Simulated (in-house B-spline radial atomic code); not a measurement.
**PBE excitations of P IV (P3+)**

Method: PBE. Computed with an all-electron radial atomic-structure program (B-spline basis): linear response of the closed shell [Ne] 3s2 with the functional's adiabatic kernel; non-relativistic, point nucleus, no spin-orbit coupling, no double excitations, S, P, D and F terms only.

Command:
```bash
python run_td.py task.json out
```
Settings (radii: box in bohr, nucleus in fm):
```
Z                        15
electrons                12
configuration            [Ne] 3s2
hamiltonian              nr
method                   pbe,pbe
box_radius               4.5
wall_radius              4.5
intervals                45
```

Time taken, with all properties: 0.2 s on 1 thread of Intel(R) Xeon(R) Platinum 8259CL CPU @ 2.50GHz (Skylake/Cascade Lake), on a shared host.

Confined states, up to the first strongly mixed one, which can leave gaps near the end. Labels give the largest channel, * marks a mixed state, and oscillator strengths are full-response dipole values. Semilocal kernels can invert the small singlet-triplet splittings of Rydberg terms. Energies in eV:

```json
{"state": "3s → 3p 3P", "full response": "7.868", "Tamm-Dancoff": "8.161", "oscillator strength": "-"}
{"state": "3s → 3p 1P", "full response": "13.131", "Tamm-Dancoff": "13.677", "oscillator strength": "1.44"}
{"state": "3s → 3d 3D", "full response": "?", "Tamm-Dancoff": "?", "oscillator strength": "-"}
{"state": "3s → 3d 1D", "full response": "24.243", "Tamm-Dancoff": "24.253", "oscillator strength": "-"}
{"state": "3s → 4s 3S", "full response": "33.92", "Tamm-Dancoff": "33.93", "oscillator strength": "-"}
{"state": "3s → 4s 1S", "full response": "35.51", "Tamm-Dancoff": "35.56", "oscillator strength": "-"}
{"state": "3s → 4p 3P", "full response": "39.44", "Tamm-Dancoff": "39.46", "oscillator strength": "-"}
{"state": "3s → 4p 1P", "full response": "40.11", "Tamm-Dancoff": "40.16", "oscillator strength": "0.22"}
{"state": "3s → 4f 3F", "full response": "42.44", "Tamm-Dancoff": "42.49", "oscillator strength": "-"}
{"state": "3s → 4f 1F", "full response": "42.94", "Tamm-Dancoff": "42.96", "oscillator strength": "-"}
{"state": "3s → 4d 3D", "full response": "47.29", "Tamm-Dancoff": "47.32", "oscillator strength": "-"}
{"state": "3s → 4d 1D", "full response": "?", "Tamm-Dancoff": "?", "oscillator strength": "-"}
{"state": "3s → 5f 3F", "full response": "72.59", "Tamm-Dancoff": "72.65", "oscillator strength": "-"}
{"state": "3s → 5f 1F", "full response": "73.41", "Tamm-Dancoff": "73.43", "oscillator strength": "-"}
{"state": "3s → 5s 3S", "full response": "73.53", "Tamm-Dancoff": "73.54", "oscillator strength": "-"}
{"state": "3s → 5s 1S", "full response": "74.21", "Tamm-Dancoff": "74.25", "oscillator strength": "-"}
```

Problem. Where does 3s → 4d 1D lie?

Solution. At 47.78 eV in full response, 47.79 eV in Tamm-Dancoff.

Problem. Where does 3s → 3d 3D lie?

Solution. At 21.962 eV in full response, 22.097 eV in Tamm-Dancoff.

Problem. How large is the singlet-triplet splitting of 3s → 3p (P terms) in Tamm-Dancoff?

Solution. 5.52 eV, from the unrounded values.

Problem. What polarisabilities and dispersion coefficient does the method give?

Solution. Dipole 6.426 bohr³, quadrupole 12.49 bohr⁵, C6 15.81 hartree·bohr⁶ for two such species.
